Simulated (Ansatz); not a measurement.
Program: Ansatz. Geometries: PBE0-D4/def2-TZVP. ΔE: electronic, gas phase. CBS: MP2 limit from def2 TZ/QZ plus the TZ coupled-cluster correction, frozen cores. DFT in def2-TZVPP. For Ge outer-core shells are correlated without core-valence functions, which leaves a few kJ/mol of doubt a bond. Scalar relativity is left out up to krypton. Each species was taken in one conformer, which may not be the lowest.

Consider the redistribution: `[F][Ge]([F])([F])[Cl]` + `CSB[SiH3]` → `[F][Ge]([F])([F])[SiH3]` + `CSBCl`.

```tsv
species	PBE energy (Eh)
`[F][Ge]([F])([F])[Cl]`	-2836.26193
`CSB[SiH3]`	-754.47009
`[F][Ge]([F])([F])[SiH3]`	-2667.34862
`CSBCl`	-923.40814
```

(1) Work out ΔE.

Largest T1 diagnostic among the species: 0.015.

Answers

(1) ΔE = (-2667.34862) + (-923.40814) − (-2836.26193) − (-754.47009) = -0.02474 Eh = -65.0 kJ/mol. CCSD(T)/CBS gives -59.2 kJ/mol.

From PBE to PBE0 (25 % exact exchange), in def2-TZVPP and without D4, ΔE moves by +4.6 kJ/mol. At CCSD(T), def2-SVP lies +4.3 kJ/mol from the extrapolated value and def2-TZVPP +7.2 kJ/mol. Leaving LDA and LC-ωPBE aside and taking each functional with its dispersion term where it has one, the values, not all of them listed here, spread over 16.3 kJ/mol, from BLYP-D4 to B97M-V.
